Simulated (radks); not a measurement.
Q: Radial electron density D(r) = 4 pi r^2 rho(r) of an atom or ion with 46.75 electrons. All-electron calculation, scalar-relativistic Kohn-Sham, r2SCAN, spin-polarised, spherical densities, finite nucleus; meta-GGA in the generalised Kohn-Sham scheme; Fermi nuclear charge, rms radius of each element as measured or else 0.836 A^(1/3) + 0.57 fm. Program: a radial shooting solver on a logarithmic mesh with Libxc functionals.

r (bohr)  D(r) (e/bohr)    spin D(r)
0.005             18.68  -0.00000554
0.005774          22.71  -0.00000684
0.006668          27.30  -0.00000841
0.007701          32.39   -0.0000103
0.008894          37.85   -0.0000126
0.01019           43.16   -0.0000152
0.01177           48.67   -0.0000185
0.01359           53.69   -0.0000226
0.0157            57.78   -0.0000276
0.01813           60.54   -0.0000334
0.02093           61.65   -0.0000390
0.02418           61.03   -0.0000417
0.0277            59.12   -0.0000354
0.03199           56.36  -0.00000484
0.03694           53.90    0.0000811
0.04266           53.00     0.000283
0.04927           54.69     0.000708
0.0569            59.31      0.00154
0.06519           65.70      0.00297
0.07529           72.75      0.00553
0.08695           77.54      0.00966
0.1004            77.81       0.0158
0.116             72.91       0.0244
0.1339            64.62       0.0352
0.1534            56.99       0.0463
0.1772            52.86       0.0568
0.2047            54.42       0.0628
0.2364            59.61       0.0604
0.273             63.38       0.0478
0.3152            60.95       0.0275
0.3612            51.91      0.00804
0.4171            38.30     -0.00178
0.4817            25.94       0.0105
0.5563            19.01       0.0502
0.6425            17.86        0.112
0.742             19.57        0.179
0.8569            20.47        0.228
0.9818            18.95        0.243
1.134             15.30        0.224
1.309             10.98        0.182
1.512             7.189        0.131
1.746             4.437       0.0828
2.017             2.654       0.0458
2.311             1.609       0.0227
2.669            0.9253      0.00872
3.082            0.5063      0.00215
3.559            0.2538    -0.000165
4.111            0.1118    -0.000551
4.747           0.04149    -0.000356
5.439           0.01344    -0.000156
6.281          0.003212   -0.0000470
7.254         0.0005792   -0.0000103

What is the nuclear charge?

A: Z = 48. The innermost maximum, from 1s, lies near gamma/Z bohr with gamma = sqrt(1 - (Z/c)^2) = 0.937, here 0.0195 bohr (found: 0.0213), and its height grows with Z. The density is that of the cadmium ion Cd1.25+ in [Kr] 5s(up 0.5, down 0.5) 4d(up 5, down 4.75); the configuration itself is not fixed sharply by these data, and Z only to a few units. D(r) has 4 maxima, at r = 0.0213, 0.0942, 0.280, 0.843 bohr, and minima at 0.0420, 0.183, 0.617 bohr, inside which lie 2.00, 11.17, 28.96 electrons.
